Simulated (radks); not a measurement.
Valence configurations of Ru I (all share [Kr]). Method: Dirac Kohn-Sham, LDA (Slater exchange, Perdew-Wang correlation), spin-unpolarised, spherical densities, point nucleus; open shells fill j = l - 1/2 first; computed with a radial shooting solver on a logarithmic mesh with Libxc functionals. Energies are relative to 4d7 5s1; eigenvalues in eV.

valence	E (eV)	e(4d3/2)	e(4d5/2)	e(5p1/2)	e(5s1/2)
4d8	-0.122	-3.540	-3.244	-	-
4d7 5s1	0.000	-5.552	-5.229	-	-4.501
4d6.5 5s1.5	0.536	-6.718	-6.380	-	-4.949
4d6 5s2	1.444	-7.975	-7.622	-	-5.410
4d7 5s0.5 5p0.5	1.713	-6.307	-5.981	-1.565	-5.042
4d6.5 5s1 5p0.5	2.357	-7.450	-7.110	-1.769	-5.461
4d7 5p1	3.480	-6.991	-6.662	-1.922	-
4d6 5s1 5p1	5.356	-9.343	-8.985	-2.317	-6.333
4d5.5 5s1.5 5p1	6.893	-10.643	-10.270	-2.530	-6.764
4d6 5p2	9.474	-10.536	-10.174	-2.882	-

NIST lists [Kr] 4d7 5s1 as the ground configuration; this level of theory puts 4d8 lower, by 0.122 eV. The energies are those of spherical spin-averaged densities, not of single terms.
